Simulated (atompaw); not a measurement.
Reading a pseudo-wave (Se (Z = 34))

Columns: radius, all-electron u(r) and pseudo u(r) of the 3d shell (level -58.12 eV) of selenium in the configuration [Ar] 3d10 4s2 4p3.5; PBE, scalar-relativistic, PAW (atompaw) scheme, atompaw 4.2.0.5.

```
r (bohr)  all-electron  pseudo
   0.067        0.0900  0.0012
   0.135        0.3831  0.0093
   0.202        0.7143  0.0299
   0.269        0.9807  0.0668
   0.337        1.1540  0.1220
   0.404        1.2361  0.1922
   0.471        1.2495  0.2738
   0.538        1.2159  0.3605
   0.606        1.1515  0.4461
   0.673        1.0715  0.5205
   0.740        0.9841  0.5788
   0.808        0.8936  0.6167
   0.875        0.8066  0.6311
   0.942        0.7239  0.6233
   1.010        0.6457  0.5957
   1.077        0.5749  0.5541
   1.144        0.5104  0.5041
   1.212        0.4513  0.4503
   1.279        0.3992  0.3992
   1.346        0.3525  0.3525
   1.413        0.3109  0.3109
   1.481        0.2735  0.2735
   1.548        0.2407  0.2407
   1.615        0.2117  0.2117
   1.683        0.1857  0.1857
   1.750        0.1631  0.1631
```

(1) How many radial nodes do the two functions have?

(2) At about which radius was the pseudo-wave matched?

(3) Where does each function peak?

(4) Is the pseudo-wave norm-conserving?

Answers

(1) The all-electron 3d function has n − l − 1 = 0; the pseudo-wave has 0.

(2) 1.35 bohr. The columns agree to 0.0005 from 1.28 bohr on; several derivatives are matched, so the curves merge somewhat inside the radius.

(3) Outermost all-electron maximum near 0.47 bohr, pseudo maximum near 0.88 bohr (to the table’s step).

(4) No, it belongs to a PAW set: the norm inside the radius is not constrained, and the difference is carried by the augmentation charge.
